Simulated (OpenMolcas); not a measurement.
Co5+: CASPT2 settings compared

| Item | Value |
| --- | --- |
| Program | OpenMolcas 26.06 |
| Basis | ANO-RCC-VQZP [7s6p4d3f2g1h] |
| Scalar Hamiltonian | X2C, point nucleus |
| Active space | 4 electrons in 5 orbitals (3d) |
| State averaging | 2S+1 = 5 even, 5 roots; 2S+1 = 3 even, 45 roots kept (CI in the orbitals of an earlier block); 2S+1 = 1 even, 50 roots kept (CI in the orbitals of an earlier block) |
| Spin-orbit coupling | state interaction with AMFI integrals over the reference wave functions, term energies averaged over their components |

Methods on the same reference wave functions:
A. CASSCF
B. SS-CASPT2, IPEA 0.5 Eh, sigma2 regulariser 0.05 Eh (closed shells correlated: 3s 3p)
C. SS-CASPT2, IPEA 0.5 Eh, imaginary shift 0.3 Eh (closed shells correlated: none)
D. SS-CASPT2, IPEA 0 Eh, no level shift (closed shells correlated: none)
E. MS-CASPT2, IPEA 0.5 Eh, imaginary shift 0.3 Eh (closed shells correlated: none)

Energies in eV above 3d⁴ ⁵D₀, the measured ground level; measured values from Sugar and Corliss, J. Phys. Chem. Ref. Data 10, 1097 (1981).

```tsv
Level	A	B	C	D	E	Measured
3d⁴ ⁵D₀	0.0000	0.0000	0.0000	0.0000	0.0000	0.0000
3d⁴ ⁵D₁	0.0256	0.0261	0.0260	0.0261	0.0261	0.0253
3d⁴ ⁵D₂	0.0750	0.0760	0.0759	0.0760	0.0760	0.0730
3d⁴ ⁵D₃	0.1454	0.1466	0.1465	0.1466	0.1466	0.1394
3d⁴ ⁵D₄	0.2337	0.2346	0.2346	0.2346	0.2346	0.2209
3d⁴ ³H₄	3.7846	3.612	3.692	3.683	3.692	3.5183
3d⁴ ³H₅	3.8399	3.671	3.750	3.740	3.750	3.5715
3d⁴ ³H₆	3.8996	3.734	3.811	3.802	3.811	3.6245
3d⁴ ³P₀(1)	4.0158	3.479	3.561	3.540	3.558	3.3682
3d⁴ ³P₁(1)	4.1687	3.637	3.714	3.694	3.713	3.5288
3d⁴ ³F₂(1)	4.3709	3.918	4.050	4.032	4.046	3.7883
3d⁴ ³F₃(1)	4.3802	3.930	4.066	4.048	4.063	3.7982
3d⁴ ³F₄(1)	4.4058	3.957	4.092	4.075	4.092	3.8208
3d⁴ ³P₂(1)	4.4306	3.898	3.976	3.955	3.975	3.7823
3d⁴ ³G₃	4.7876	4.353	4.555	4.543	4.555	4.2187
3d⁴ ³G₄	4.8508	4.417	4.619	4.607	4.620	4.2743
3d⁴ ³G₅	4.8972	4.468	4.672	4.661	4.672	4.3214
3d⁴ ¹I₆	5.7232	5.455	5.595	5.600	5.595	5.3065
3d⁴ ¹G₄(1)	6.0574	5.400	5.695	5.686	5.693	5.1981
3d⁴ ³D₃	6.1686	5.362	5.756	5.734	5.757	5.1672
3d⁴ ³D₂	6.1881	5.383	5.774	5.751	5.774	5.1895
3d⁴ ³D₁	6.2141	5.408	5.802	5.780	5.802	5.2195
3d⁴ ¹S₀(1)	7.0222	5.859	6.407	6.379	6.402	5.6254
3d⁴ ¹D₂(1)	7.4917	6.774	6.869	6.860	6.868	6.5389
```

Deviations, from unrounded energies. A percentage is the sum of absolute deviations over the sum of measured energies, with the sign that they share, or ± where signs differ.

```json
{"Against measurement": "mean absolute deviation (cm-1)", "Levels": "23", "A": "4500", "B": "1000", "C": "2300", "D": "2200", "E": "2300"}
{"Against measurement": "fine structure of the ground term (%)", "Levels": "4", "A": "+4.6", "B": "+5.4", "C": "+5.3", "D": "+5.4", "E": "+5.4"}
{"Against measurement": "other terms of the ground configuration (%)", "Levels": "19", "A": "+15.3", "B": "+3.4", "C": "+7.9", "D": "+7.5", "E": "+7.8"}
```

B lies closest to measurement on these levels and A furthest from it. The largest miss of B in the table is 3d⁴ ¹D₂(1), by +1900 cm-1. The ranking rests on the paired levels alone, and a cruder setting can come out closer through cancelling errors.

Among B to E the level of the table that moves most is 3d⁴ ¹S₀(1), by 4400 cm-1 (lowest in B, highest in C). Moves below CASPT2's spread within the term are not significant.

From A to B the spin-free energies of the other terms of 3d⁴ shown, above ⁵D, scale by factors of 0.83 to 0.96, as is usual when dynamic correlation screens the repulsion within a d or f shell.

The lowest spin-free term lies below A's lowest term by 0.382 hartree in B, 0.042 hartree in C, 0.044 hartree in D, 0.042 hartree in E.

CASPT2 does not keep the components of a term degenerate, so their means are used; among the terms shown or strongly mixed into the levels shown the widest spread is 300 cm-1 (3d⁴ ¹G(1), B). Terms from blocks run as CI alone lack orbitals of their own. Without dynamic correlation excited terms often stand tens of per cent too high (terms of higher spin than the ground term too low), and those without a measured partner can miss by more than the paired ones (holds for A). The CASPT2 spread within a term exceeds the gap to the next term for 3d⁴ ¹G(1) and 3d⁴ ³D, so the order of their levels is uncertain (holds for B). Computed and measured levels are paired by configuration, term and J; levels that our copy of the source lacks, or whose pairing is in doubt (as where it misses far off the trend of its configuration), stay unpaired and out of the deviations. Only configurations of the active space appear. The table leaves out levels that lie high or whose names do not pair safely across all columns.

A number in round brackets counts repeated terms of one configuration in the order of the reference energies.
